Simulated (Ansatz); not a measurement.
Reaction (homolysis of the C–Si bond): `C[SiH](C)CO` → `[CH2]O`• + `C[SiH]C`•

Program: Ansatz. Geometries: PBE0-D4/def2-TZVP. ΔE: electronic, gas phase. CCSD(T)/CBS adds triple-zeta CCSD(T) − MP2 to the extrapolated MP2 energy (def2 sets, frozen cores). DFT in def2-TZVPP. B3LYP here is the variant with VWN-RPA as its local correlation; programs differ in this. No spin–orbit coupling; open shells (•) take unrestricted orbitals. Each species was taken in one conformer, which may not be the lowest.

| level | ΔE (kJ/mol) | difference from CCSD(T)/CBS |
| --- | --- | --- |
| PBE-D4 | 327.2 | -24.3 |
| r2SCAN-D4 | 316.7 | -34.8 |
| B3LYP-D4 | 326.1 | -25.4 |
| B2PLYP | 327.8 | -23.7 |
| PBE | 318.0 | -33.5 |
| r2SCAN | 313.9 | -37.6 |
| PBE0 | 321.5 | -30.0 |
| HF/def2-TZVPP | 239.5 | -112.0 |
| MP2/def2-TZVPP | 353.8 | 2.3 |
| SCS-MP2/def2-TZVPP | 352.6 | 1.1 |
| CCSD/def2-TZVPP | 334.0 | -17.5 |
| CCSD(T)/def2-TZVPP | 341.9 | -9.6 |
| HF/def2-QZVPP | 238.7 | -112.8 |
| HF/CBS(def2) | 238.6 | -112.9 |
| MP2/CBS(def2) | 363.3 | 11.8 |
| CCSD/CBS(def2) | 343.6 | -7.9 |
| CCSD(T)/CBS | 351.5 | 0 |

Largest T1 diagnostic among the species: 0.016.

In def2-TZVPP, CCSD(T) changes the Hartree–Fock value by +102.4 kJ/mol (the triples alone add +7.9 kJ/mol) and MP2 by +114.3 kJ/mol; breaking electron pairs costs correlation energy, which Hartree–Fock lacks. The D4 term adds +14.3 kJ/mol with B3LYP and +8.1 kJ/mol with PBE0; it sums over pairs of atoms, weighted by their polarisabilities, and B3LYP, whose exchange is more repulsive, gets the larger term. From PBE to PBE0 (25 % exact exchange), in def2-TZVPP and without D4, ΔE moves by +3.5 kJ/mol.
